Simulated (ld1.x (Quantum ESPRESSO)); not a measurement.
# An all-electron radial function and its pseudo partner (neon)

Columns: radius, all-electron u(r) and pseudo u(r) of the 2s shell (level -55.65 eV) of neon in the configuration [He] 2s2 2p5; PBE, scalar-relativistic, TM scheme, ld1.x (Quantum ESPRESSO) 7.5.

| r (bohr) | all-electron | pseudo |
| --- | --- | --- |
| 0.047 | 0.4293 | -0.0766 |
| 0.095 | 0.4863 | -0.1565 |
| 0.142 | 0.3549 | -0.2379 |
| 0.190 | 0.1374 | -0.3259 |
| 0.237 | -0.0982 | -0.4181 |
| 0.285 | -0.3292 | -0.5186 |
| 0.332 | -0.5304 | -0.6224 |
| 0.380 | -0.7034 | -0.7306 |
| 0.427 | -0.8395 | -0.8338 |
| 0.475 | -0.9457 | -0.9293 |
| 0.522 | -1.0207 | -1.0064 |
| 0.570 | -1.0713 | -1.0634 |
| 0.617 | -1.0993 | -1.0964 |
| 0.665 | -1.1094 | -1.1089 |
| 0.712 | -1.1048 | -1.1048 |
| 0.760 | -1.0882 | -1.0882 |
| 0.807 | -1.0629 | -1.0629 |
| 0.855 | -1.0299 | -1.0299 |
| 0.902 | -0.9926 | -0.9926 |
| 0.950 | -0.9509 | -0.9509 |
| 0.997 | -0.9077 | -0.9077 |
| 1.045 | -0.8623 | -0.8623 |
| 1.092 | -0.8173 | -0.8173 |
| 1.140 | -0.7714 | -0.7714 |
| 1.187 | -0.7272 | -0.7272 |
| 1.235 | -0.6830 | -0.6830 |

Problem. How many radial nodes do the two functions have?

Solution. The all-electron 2s function has n − l − 1 = 1; the pseudo-wave has 0, since the states of the same l below it are removed with the core.

Problem. At about which radius was the pseudo-wave matched?

Solution. 0.75 bohr. The columns agree to 0.0005 from 0.67 bohr on; several derivatives are matched, so the curves merge somewhat inside the radius.

Problem. Where does each function peak?

Solution. Outermost all-electron maximum near 0.67 bohr, pseudo maximum near 0.67 bohr (to the table’s step).

Problem. Is the pseudo-wave norm-conserving?

Solution. Yes: the TM scheme keeps the norm inside the radius equal to the all-electron one, which fixes the energy derivative of the logarithmic derivative at the level.
